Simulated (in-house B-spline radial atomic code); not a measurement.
P. Computed with a B-spline radial atomic code. Model: non-relativistic spherical atom: semilocal Troullier-Martins pseudo-atom, one channel per l, against all electrons, high spin, G0W0 and RPA with empty states to l = 8, local potential for every l without a channel, a model core (radius 0 = none) keeps its share of the functional.

What the tables leave out is listed at the end.

The pseudopotential gives back the lowest level of each angular momentum of its own functional in the configuration it was made in; a second state of the same l is only approximately right. Exact exchange, RPA and GW see the smooth pseudo-orbitals and miss the exchange with the core, for which the functional's share stands in. The column with an uncorrelated core keeps all orbitals and exact exchange, and so separates missing core correlation from pseudisation. Only the three outermost levels and the lowest empty one were computed. RPA here is direct RPA, with no exchange kernel, and its energies carry an (l + 1/2)⁻⁴ tail. A hybrid on a potential with a model core restores only its own semilocal share of the core's exchange.

Command:
```bash
python run_psgw.py task.json out
```
Settings (lengths in bohr, energies in hartree):
```
Z                      15
electrons              15
configuration          [Ne] 3s2 3p3
generated_in           [Ne] 3s2 3p3
functional             pbe,pbe
core_shells            1
radius_factor          0.9
core_correction        False
```

Cost of the run: 29 s on 1 thread of Arm Neoverse N1, with other jobs on the host.

Given: made with PBE; model core radius 0 bohr; local radius 0.398 bohr; mean-field start PBE.

Valence shells of the generating configuration: 2s, 2p, 3s, 3p.

Channel: s 0.38, p 0.5 (radii in bohr).

Computed: largest level miss in the spin-unpolarised generating configuration 0.035 eV; valence RPA correlation energy pseudo -0.72559 hartree; all-electron RPA polarisability, core included 23.237 bohr³; pseudo-atom RPA polarisability 23.432 bohr³.

| level | occupied | mean-field all-electron (eV) | mean-field pseudo minus all (eV) | G0W0 all-electron (eV) | G0W0 uncorrelated core minus all (eV) | G0W0 pseudo minus all (eV) | exchange self-energy all-electron (eV) | exchange self-energy pseudo (eV) |
| --- | --- | --- | --- | --- | --- | --- | --- | --- |
| 3p up | 1 | -6.2938 | 0.034 | -10.093 | 0.004 | 0.08 | -16.823 | -16.599 |
| 3p down (empty) | 0 | -3.7374 | 0.035 | -1.0975 | 0.004 | 0.058 | -3.8341 | -3.652 |

(1) What is the valence RPA correlation energy all-electron orbitals?

Given: mean-field start PBE0.

Computed: valence RPA correlation energy all-electron orbitals -0.69643 hartree; all-electron RPA polarisability, core included 19.574 bohr³; pseudo-atom RPA polarisability 19.756 bohr³.

```tsv
level	occupied	mean-field all-electron (eV)	mean-field pseudo minus all (eV)	G0W0 all-electron (eV)	G0W0 uncorrelated core minus all (eV)	G0W0 pseudo minus all (eV)	exchange self-energy all-electron (eV)	exchange self-energy pseudo (eV)
3p up	1	-7.5331	0.046	-10.456	0.004	0.083	-16.846	-16.62
3s down	1	-13.139	-0.063	-16.159	0.002	-0.11	-15.349	-15.093
3p down (empty)	0	-2.664	0.036	-0.78832	0.003	0.052	-3.5106	-3.3515
```

(2) What is the valence RPA correlation energy pseudo?

Given: mean-field start Hartree-Fock.

Computed: valence RPA correlation energy all-electron orbitals -0.61791 hartree; valence RPA correlation energy pseudo -0.61361 hartree; pseudo-atom RPA polarisability 14.493 bohr³.

| level | occupied | mean-field all-electron (eV) | mean-field pseudo minus all (eV) | G0W0 all-electron (eV) | G0W0 uncorrelated core minus all (eV) | G0W0 pseudo minus all (eV) | exchange self-energy all-electron (eV) | exchange self-energy pseudo (eV) |
| --- | --- | --- | --- | --- | --- | --- | --- | --- |
| 3p up | 1 | -10.67 | 0.087 | -10.919 | 0.004 | 0.087 | -16.704 | -16.473 |
| 3s down | 1 | -15.134 | -0.164 | -16.362 | 0.002 | -0.146 | -14.892 | -14.713 |
| 3s up | 1 | -22.755 | -0.132 | -20.442 | 0.002 | -0.107 | -22.596 | -22.351 |

(3) What is the all-electron RPA polarisability, core included?

Results:

(1) -0.73094 hartree.

(2) -0.69138 hartree.

(3) 14.327 bohr³.

Among the listed levels the largest G0W0 shift of the pseudo-atom is -0.15 eV, for 3s down on the Hartree-Fock start, while leaving the core uncorrelated moves that level by +0.00 eV. The rest, -0.15 eV, comes from pseudisation and the lost core exchange. Not in the tables (levels of low weight, unsolved or above zero; the highest and the empty levels are kept at any weight): on PBE the G0W0 levels 3s down (pseudo minus all -0.09 eV, weights 0.74 and 0.74), 3s up (pseudo minus all +0.05 eV, weights 0.07 and 0.07); on PBE0 the G0W0 levels 3s up (pseudo minus all -0.21 eV, weights 0.12 and 0.33).
